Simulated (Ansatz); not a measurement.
Reactions of BClH₆Si₂, SMILES `[SiH3]B[SiH2]Cl`.

Calculated with Ansatz (gas phase, PBE0-D4/def2-TZVP geometries, no zero-point term in ΔE). CBS: MP2 limit from def2 TZ/QZ plus the TZ coupled-cluster correction, frozen cores. This one scheme is used for every species. Functionals use def2-TZVPP. B3LYP here is the variant with VWN-RPA as its local correlation; programs differ in this. def2 core potentials past Kr. For Br, In outer-core shells are correlated without core-valence functions, which leaves a few kJ/mol of doubt a bond. Scalar relativity is left out up to krypton. One conformer a species, not always the lowest.

```tsv
reaction	ωB97M-V (kJ/mol)	B3LYP-D4 (kJ/mol)	MP2/CBS(def2) (kJ/mol)	PBE0-D4 (kJ/mol)	CCSD(T)/CBS(def2) (kJ/mol)
`[SiH3]B[SiH2]Cl` + `S[SiH2]Cl` → `[SiH3]B[SiH3]` + `S[SiH](Cl)Cl`	-2	-2	-3	-3	-2
`[SiH3]B[SiH2]Cl` + CH₄ → `C[SiH2]B[SiH3]` + HCl	104	105	108	102	103
`[SiH3]B[SiH2]Cl` + `CCCl` → `ClC[SiH2]Cl` + `CB[SiH3]`	-54	-48	-55	-45	-48
`[SiH3]B[SiH2]Cl` + `[OH][InH][Br]` → `[SiH3][O][InH][Br]` + `B[SiH2]Cl`	-117	-115	-125	-99	-117
`[SiH3]B[SiH2]Cl` + `NC1CCC1` → `NB[SiH2]Cl` + `[SiH3]C1CCC1`	-217	-214	-223	-207	-211
```

Largest T1 diagnostic: 0.014, for `[SiH3]B[SiH3]`.
